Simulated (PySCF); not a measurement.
Molfile (atoms numbered from 1):
```
C8H12
     RDKit          3D

 20 22  0  0  0  0  0  0  0  0999 V2000
    2.6466    0.0310   -0.1964 C   0  0  0  0  0  0  0  0  0  0  0  0
    1.3537    0.3821   -0.9241 C   0  0  0  0  0  0  0  0  0  0  0  0
    0.1816    0.5415    0.0355 C   0  0  2  0  0  0  0  0  0  0  0  0
   -0.4053   -0.7853    0.5551 C   0  0  1  0  0  0  0  0  0  0  0  0
   -1.5176   -0.3236    1.5074 C   0  0  0  0  0  0  0  0  0  0  0  0
   -2.2244    0.1649    0.2584 C   0  0  2  0  0  0  0  0  0  0  0  0
   -1.4299   -0.7616   -0.6129 C   0  0  1  0  0  0  0  0  0  0  0  0
   -1.1538    0.7109   -0.6706 C   0  0  2  0  0  0  0  0  0  0  0  0
    2.9052    0.8082    0.5196 H   0  0  0  0  0  0  0  0  0  0  0  0
    2.5428   -0.9086    0.3409 H   0  0  0  0  0  0  0  0  0  0  0  0
    3.4662   -0.0687   -0.9041 H   0  0  0  0  0  0  0  0  0  0  0  0
    1.4915    1.3180   -1.4721 H   0  0  0  0  0  0  0  0  0  0  0  0
    1.1174   -0.3982   -1.6508 H   0  0  0  0  0  0  0  0  0  0  0  0
    0.4278    1.2821    0.8033 H   0  0  0  0  0  0  0  0  0  0  0  0
    0.2405   -1.6158    0.8172 H   0  0  0  0  0  0  0  0  0  0  0  0
   -1.2465    0.4134    2.2652 H   0  0  0  0  0  0  0  0  0  0  0  0
   -2.0453   -1.1535    1.9743 H   0  0  0  0  0  0  0  0  0  0  0  0
   -3.2601    0.4479    0.1700 H   0  0  0  0  0  0  0  0  0  0  0  0
   -1.7157   -1.4794   -1.3564 H   0  0  0  0  0  0  0  0  0  0  0  0
   -1.3798    1.4053   -1.4628 H   0  0  0  0  0  0  0  0  0  0  0  0
  1  2  1  0
  2  3  1  0
  3  4  1  0
  4  5  1  0
  5  6  1  0
  6  7  1  0
  7  8  1  0
  8  3  1  0
  7  4  1  0
  8  6  1  0
  1  9  1  0
  1 10  1  0
  1 11  1  0
  2 12  1  0
  2 13  1  0
  3 14  1  1
  4 15  1  1
  5 16  1  0
  5 17  1  0
  6 18  1  1
  7 19  1  6
  8 20  1  6
M  END
```

Geometry: GFN2-xTB; GIAO shifts from PySCF 2.14, gas phase, non-relativistic, averaged over equivalent atoms.

At PBE0/pcSseg-1 (196 basis functions, 31 s wall time on 1 thread of an Intel Xeon Platinum 8488C, shared host):
```json
{"atoms": "C3", "δ (ppm)": "53.9"}
{"atoms": "C4", "δ (ppm)": "42.1"}
{"atoms": "C5", "δ (ppm)": "37.8"}
{"atoms": "C7", "δ (ppm)": "34.8"}
{"atoms": "C2", "δ (ppm)": "29.6"}
{"atoms": "C8", "δ (ppm)": "25.9"}
{"atoms": "C6", "δ (ppm)": "20.6"}
{"atoms": "C1", "δ (ppm)": "14.2"}
{"atoms": "H19", "δ (ppm)": "2.95"}
{"atoms": "H17", "δ (ppm)": "2.65"}
{"atoms": "H14", "δ (ppm)": "1.89"}
{"atoms": "H15", "δ (ppm)": "1.87"}
{"atoms": "H12", "δ (ppm)": "1.86"}
{"atoms": "H16", "δ (ppm)": "1.77"}
{"atoms": "H18", "δ (ppm)": "1.76"}
{"atoms": "H13", "δ (ppm)": "1.60"}
{"atoms": "H20", "δ (ppm)": "1.56"}
{"atoms": "H9/H10/H11", "δ (ppm)": "1.04"}
```

Referencing at the same level of theory: 13C (σref 186.93) and 1H (σref 31.72) against TMS.

**Question.** Predict the values at LC-wPBE/pcSseg-1 on the same geometry.

**Answer.** 
| atoms | δ at LC-wPBE/pcSseg-1 | change |
| --- | --- | --- |
| C3 | 50.0 | -3.9 |
| C4 | 38.7 | -3.4 |
| C5 | 35.2 | -2.6 |
| C7 | 33.5 | -1.3 |
| C2 | 27.2 | -2.4 |
| C8 | 24.7 | -1.2 |
| C6 | 19.5 | -1.1 |
| C1 | 13.7 | -0.5 |
| H19 | 2.93 | -0.02 |
| H17 | 2.48 | -0.17 |
| H14 | 1.72 | -0.17 |
| H15 | 1.77 | -0.10 |
| H12 | 1.76 | -0.10 |
| H16 | 1.63 | -0.14 |
| H18 | 1.76 | +0.00 |
| H13 | 1.51 | -0.09 |
| H20 | 1.58 | +0.02 |
| H9/H10/H11 | 1.01 | -0.03 |

References, each an isolated molecule treated in the same way: 13C (σ = 191.02 ppm), 1H (σ = 31.78 ppm) vs TMS.

The largest change is at C3 (sp3 CH in a ring). Cost: 196 basis functions, 53 s wall time on 1 thread of an Intel Xeon Platinum 8488C, shared host. The order of the carbon signals is the same at both levels.
